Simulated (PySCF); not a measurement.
## BiB: energy against distance

Set-up: PySCF, scalar-relativistic core potentials, basis sets Bi def2-SVPD with ECP60, B def2-SVPD. Energies in eV from Bi + B in their ground configurations at the same level. State: ³Π (triplet), unpaired electrons σ ↑, π ↑.

All columns are PBE0. A positive dipole means Bi(−)B(+).

| R (Å) | E (eV) | μ (D) | Mulliken charge on Bi (basis-dependent) | HOMO (eV) | LUMO (eV) | Mayer bond order | ⟨S²⟩ |
| --- | --- | --- | --- | --- | --- | --- | --- |
| 1.845 | -1.120 | -1.26 | 0.24 | -6.28 | -4.35 | 2.43 | 2.01 |
| 1.931 | -1.705 | -1.28 | 0.21 | -6.11 | -4.21 | 2.37 | 2.01 |
| 2.016 | -2.024 | -1.28 | 0.18 | -5.96 | -4.09 | 2.31 | 2.01 |
| 2.081 | -2.135 | -1.27 | 0.17 | -5.85 | -4.00 | 2.26 | 2.01 |
| 2.145 | -2.163 | -1.25 | 0.16 | -5.76 | -3.92 | 2.20 | 2.01 |
| 2.209 | -2.129 | -1.21 | 0.16 | -5.67 | -3.85 | 2.15 | 2.01 |
| 2.295 | -2.013 | -1.14 | 0.15 | -5.56 | -3.75 | 2.06 | 2.01 |
| 2.402 | -1.797 | -1.03 | 0.14 | -5.43 | -3.65 | 1.95 | 2.01 |
| 2.531 | -1.497 | -1.00 | 0.13 | -5.33 | -3.54 | 1.67 | 2.16 |
| 2.703 | -1.121 | -1.11 | 0.13 | -5.25 | -3.56 | 1.32 | 2.42 |

A fit through these points gives, at Re = 2.139 Å, μ = -1.25 D and dμ/dR = 0.449 D/Å; the reduced mass is 10.46 u.

Task: How strong is the fundamental in the double-harmonic approximation, I = 42.26·(dμ/dR)²/μred km/mol?

Result: I = 42.26·(0.449)²/10.46 = 0.814 km/mol at PBE0.

⟨S²⟩ of the unrestricted solution departs from its pure value on part of the curve, where spin states mix. Spin–orbit coupling is left out, which matters for elements this heavy, above all for dissociation energies. The state is the lowest determinant that a PBE0 search found; another state may lie lower at other levels.
